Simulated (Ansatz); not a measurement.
Ansatz (an electronic-structure program) input (wB97M-V/def2-TZVPD):

Ansatz 0.2 input:
```yaml
crystal:
  periodic: [false, false, false]
  atoms:
    - {symbol: C, position_ang: [2.54674528, -0.04705246, -0.31440095]}
    - {symbol: C, position_ang: [1.23358905, 0.72354807, -0.35065719]}
    - {symbol: C, position_ang: [0.00704482, -0.15042784, -0.03451589]}
    - {symbol: C, position_ang: [-1.33656223, 0.57477467, -0.22684733]}
    - {symbol: C, position_ang: [-2.54272515, -0.34165685, -0.06922994]}
    - {symbol: O, position_ang: [0.10159550, -0.77784999, 1.17432026]}
    - {symbol: H, position_ang: [2.56947949, -0.82205502, -1.08472218]}
    - {symbol: H, position_ang: [2.68177655, -0.53270224, 0.65195987]}
    - {symbol: H, position_ang: [3.39586080, 0.61641440, -0.48523186]}
    - {symbol: H, position_ang: [1.08481227, 1.18050080, -1.33257912]}
    - {symbol: H, position_ang: [1.25374579, 1.54141593, 0.37563504]}
    - {symbol: H, position_ang: [0.02274799, -1.01120513, -0.74287012]}
    - {symbol: H, position_ang: [-1.38106277, 1.38889983, 0.50255958]}
    - {symbol: H, position_ang: [-1.33613580, 1.04036403, -1.21595671]}
    - {symbol: H, position_ang: [-2.52774836, -0.83425599, 0.90291418]}
    - {symbol: H, position_ang: [-3.47500621, 0.21869373, -0.15424704]}
    - {symbol: H, position_ang: [-2.54978438, -1.11838401, -0.83811595]}
basis:
  gaussian:
    orbitals: def2-TZVPD
hamiltonian:
  xc: {name: wB97M-V}
magnetization: {spin_polarized: true, initial_magnetization: 1}
output: {forces: true}
```

Output:

```
Functional definition: wB97M-V
integrals: 0.41 GiB planned
1615 factors; their error is unknown
integrals: 0.45 GiB planned
666 factors; integrals over basis functions are off by at most 1.5e-5 eV
0.57 GiB of the device are held for the grids
2.41 GiB of device memory are held for the factors and their scratch space
mean field: 3.85 GiB planned
mean field evaluation 1: about -7401.5872 eV, gradient 4.0e1 eV
mean field evaluation 2: about -7404.7281 eV, gradient 3.3e1 eV
mean field evaluation 4: about -7408.9349 eV, gradient 3.0e0 eV
mean field evaluation 8: about -7409.0284 eV, gradient 1.0e-1 eV
mean field evaluation 16: about -7408.9728 eV, gradient 1.5e-3 eV
mean field evaluation 32: about -7408.8939 eV, gradient 2.8e-1 eV
mean field -7408.97273925 eV, -272.2747261855 hartree, gradient 5.4e-6 eV, S^2 0.754048; 1 other end points of the search recorded, 0 dependent functions left out
the calculation of the forces begins
reference -7408.97281134 eV, -272.2747288345 hartree; 25, 24 occupied and 299, 300 virtual orbitals, 1615 factors
Total energy: -7408.97281134 eV, -272.2747288345 hartree
Atom 0 at     2.546745    -0.047052    -0.314401 Å, force    -0.045958    -0.006438     0.005368 eV/Å
Atom 1 at     1.233589     0.723548    -0.350657 Å, force    -0.079420    -0.039989     0.054616 eV/Å
Atom 2 at     0.007045    -0.150428    -0.034516 Å, force    -0.011602     0.059209    -0.169706 eV/Å
Atom 3 at    -1.336562     0.574775    -0.226847 Å, force     0.088360    -0.030277     0.046534 eV/Å
Atom 4 at    -2.542725    -0.341657    -0.069230 Å, force     0.046695    -0.001075     0.000904 eV/Å
Atom 5 at     0.101596    -0.777850     1.174320 Å, force    -0.001701     0.023603    -0.006955 eV/Å
Atom 6 at     2.569479    -0.822055    -1.084722 Å, force    -0.010948     0.016371     0.015594 eV/Å
Atom 7 at     2.681777    -0.532702     0.651960 Å, force    -0.004011     0.010201    -0.013106 eV/Å
Atom 8 at     3.395861     0.616414    -0.485232 Å, force    -0.029478    -0.015643     0.005305 eV/Å
Atom 9 at     1.084812     1.180501    -1.332579 Å, force    -0.010379    -0.012422     0.014149 eV/Å
Atom 10 at     1.253746     1.541416     0.375635 Å, force     0.000667    -0.004498    -0.004328 eV/Å
Atom 11 at     0.022748    -1.011205    -0.742870 Å, force     0.001860     0.000578     0.039314 eV/Å
Atom 12 at    -1.381063     1.388900     0.502560 Å, force    -0.000556    -0.004569    -0.004269 eV/Å
Atom 13 at    -1.336136     1.040364    -1.215957 Å, force     0.013048    -0.011066     0.013020 eV/Å
Atom 14 at    -2.527748    -0.834256     0.902914 Å, force     0.001536     0.010522    -0.013373 eV/Å
Atom 15 at    -3.475006     0.218694    -0.154247 Å, force     0.031454    -0.012116     0.002369 eV/Å
Atom 16 at    -2.549784    -1.118384    -0.838116 Å, force     0.010434     0.017609     0.014564 eV/Å
Dipole moment:    -0.028555     0.192830    -0.361055 e Å
```

It need not be the lowest isomer of its formula.
